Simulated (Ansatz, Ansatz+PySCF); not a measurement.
```xyz
4

B     0.0000    0.0000    0.0000
F     1.4152    0.0000    0.0000
F    -0.7076    1.2256    0.0000
F    -0.7076   -1.2256    0.0000
```

RHF-MP2 on singlet BF3 was run in several spherical basis sets with Ansatz (development build ahead of 0.2.0). Frozen core: 4 orbitals.

(1) Rank the basis sets by the total energy that they give, lowest first, with the distance from the lowest.
A. 6-31G(d)
B. cc-pVTZ
C. def2-SVP
D. cc-pVDZ
E. def2-TZVP

Answers

(1) E (0.00 eV), B (0.32 eV), D (9.04 eV), A (10.99 eV), C (16.65 eV).

Totals follow the description of the cores as much as that of the bonds, so this order isn't one of quality for chemistry.
